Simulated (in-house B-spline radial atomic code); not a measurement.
Ti¹⁰⁺. Computed with a B-spline radial atomic code. Model: all-electron spherical atom, spin shells full or empty, radial basis limit, no spin-orbit coupling, Breit or QED, empty-state partial waves extrapolated as (l+1/2)^-4, RPA, G0W0 and static COHSEX of the highest shell as one setting changes (uncorrelated shells keep exact exchange).

Given: element Ti; charge 10; filled core Ne; hamiltonian one-electron scalar X2C; mean-field start r2SCAN; highest l of empty states 9; nuclear rms radius 3.5921 fm; highest mean-field shell 3s.

Shell: 3s 1 1 (electrons up and down).

```tsv
lowest nl shells left uncorrelated	RPA correlation energy (hartree)	G0W0 level (eV)	G0W0 minus most complete (meV)	COHSEX level (eV)	removal by RPA minus most complete (meV)
0	-0.81209	-266.07	0	-269.82	0
1	?	?	?	?	?
2	?	?	?	?	?
3	-0.14435	-265.66	408.7	-269.23	-469.4
```

(1) What follows for lowest nl shells left uncorrelated = 1?

(2) What follows for lowest nl shells left uncorrelated = 2?

## Answers

(1) RPA correlation energy -0.67409 hartree; G0W0 level -266.06 eV; G0W0 minus most complete 5.7 meV; COHSEX level -269.8 eV; removal by RPA minus most complete -2.8 meV.

(2) RPA correlation energy -0.52749 hartree; G0W0 level -266.11 eV; G0W0 minus most complete -38.4 meV; COHSEX level -269.89 eV; removal by RPA minus most complete 26.7 meV.
